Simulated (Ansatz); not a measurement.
C$_{2}$H$_{9}$N$_{3}$Si, SMILES `C=C[Si](N)(N)N`, 15 atoms. Total charge 0; spin multiplicity 1. All runs use 4 threads of an Intel Xeon Platinum 8488C on a shared host. Correlated methods freeze the cores.

How many basis functions does each run have, and how long does it take in Ansatz? RKS ωB97X-V/def2-TZVPP energy; RKS ωB97M-V/def2-QZVPP energy; RKS B3LYP-D4/def2-TZVPP energy and forces; direct RPA on PBE orbitals/def2-TZVPP energy; RKS PBE-D4/def2-TZVPP energy and forces; RKS PBE0-D4/def2-QZVPP energy; RHF-MP2/def2-QZVPP energy; RHF-CCSD(T)/def2-SVP energy; RKS CAM-B3LYP-D4/def2-TZVPP energy; RKS ωB97M-V/def2-SVP energy; RKS PBE0-D4/def2-TZVP frequencies; RHF-CCSD(T)/def2-TZVPP energy. (Best estimate.)

Computed: Other jobs shared the machine, so times are rough.

```json
{"level": "RKS PBE-D4/def2-TZVPP", "job": "energy and forces", "functions": "323", "wall time": "2.6 s", "peak host memory (GiB)": "0.51"}
{"level": "RKS ωB97M-V/def2-SVP", "job": "energy", "functions": "133", "wall time": "4.1 s", "peak host memory (GiB)": "0.62"}
{"level": "RKS CAM-B3LYP-D4/def2-TZVPP", "job": "energy", "functions": "323", "wall time": "4.7 s", "peak host memory (GiB)": "1.1"}
{"level": "RKS B3LYP-D4/def2-TZVPP", "job": "energy and forces", "functions": "323", "wall time": "5.5 s", "peak host memory (GiB)": "1.2"}
{"level": "RHF-CCSD(T)/def2-SVP", "job": "energy", "functions": "133", "wall time": "7.5 s", "peak host memory (GiB)": "0.98"}
{"level": "RKS ωB97X-V/def2-TZVPP", "job": "energy", "functions": "323", "wall time": "9.5 s", "peak host memory (GiB)": "1.2"}
{"level": "RKS PBE0-D4/def2-QZVPP", "job": "energy", "functions": "625", "wall time": "14 s", "peak host memory (GiB)": "2.9"}
{"level": "direct RPA on PBE orbitals/def2-TZVPP", "job": "energy", "functions": "323", "wall time": "14 s", "peak host memory (GiB)": "1.1"}
{"level": "RKS ωB97M-V/def2-QZVPP", "job": "energy", "functions": "625", "wall time": "24 s", "peak host memory (GiB)": "3.2"}
{"level": "RHF-MP2/def2-QZVPP", "job": "energy", "functions": "625", "wall time": "42 s", "peak host memory (GiB)": "5.5"}
{"level": "RKS PBE0-D4/def2-TZVP", "job": "frequencies", "functions": "246", "wall time": "4.6 min", "peak host memory (GiB)": "0.8"}
{"level": "RHF-CCSD(T)/def2-TZVPP", "job": "energy", "functions": "323", "wall time": "10 min", "peak host memory (GiB)": "5.1"}
```

B3LYP here is the variant with VWN-RPA as its local correlation; programs differ in this.
